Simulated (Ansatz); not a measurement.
C$_{6}$H$_{11}$HfNO (`[CH3][Hf]1234([NH2])([OH])[C@H]5[C@@H]1[C@@H]2[C@@H]3[C@H]54`). Total charge 0; spin multiplicity 1. Hf takes the def2 core potential. All single points use the PBE0-D4/def2-TZVP geometry. It is one conformer, not always the lowest.

```xyz
20

C    -2.146    0.972    0.139
Hf   -0.498   -0.542   -0.086
N    -0.567   -1.024   -2.068
O    -1.237   -2.050    0.860
C     1.124    0.395    1.599
C     1.810   -0.629    0.910
C     1.999   -0.205   -0.423
C     1.428    1.078   -0.556
C     0.884    1.448    0.691
H    -3.089    0.505   -0.171
H    -2.009    1.865   -0.479
H    -2.276    1.304    1.175
H    -1.242   -1.684   -2.430
H     0.016   -0.713   -2.830
H    -1.379   -2.775    1.460
H     0.818    0.368    2.636
H     2.128   -1.574    1.327
H     2.479   -0.773   -1.205
H     1.391    1.666   -1.462
H     0.367    2.369    0.911
```

Problem. What is the dipole moment at r2SCAN/def2-TZVPP? (Estimate.)

Solution. The calculation gave: 1.85 D, with components (1.17, -1.42, 0.16) D in this frame, pointing from negative to positive charge.

Problem. And with PBE, B3LYP, ωB97M-V? (An estimate is asked.)

Solution. Ansatz gave: PBE 1.84 D, B3LYP 1.90 D, ωB97M-V 1.99 D.

Problem. Give the Mulliken charges with r2SCAN, PBE, B3LYP in def2-TZVPP. (Best estimate.)

Solution. Computed: 
```csv
atom,r2SCAN,PBE,B3LYP
C1,-0.46,-0.50,-0.52
Hf2,0.91,0.65,0.87
N3,-0.50,-0.40,-0.43
O4,-0.44,-0.35,-0.41
C5,-0.15,-0.14,-0.17
C6,-0.17,-0.16,-0.18
C7,-0.11,-0.12,-0.14
C8,-0.16,-0.16,-0.19
C9,-0.13,-0.15,-0.16
H10,0.06,0.09,0.09
H11,0.06,0.08,0.08
H12,0.06,0.09,0.08
H13,0.14,0.13,0.12
H14,0.14,0.13,0.12
H15,0.18,0.17,0.16
H16,0.12,0.13,0.14
H17,0.11,0.13,0.14
H18,0.11,0.12,0.13
H19,0.11,0.13,0.14
H20,0.11,0.13,0.14
```

B3LYP here is the variant with VWN-RPA as its local correlation; programs differ in this.
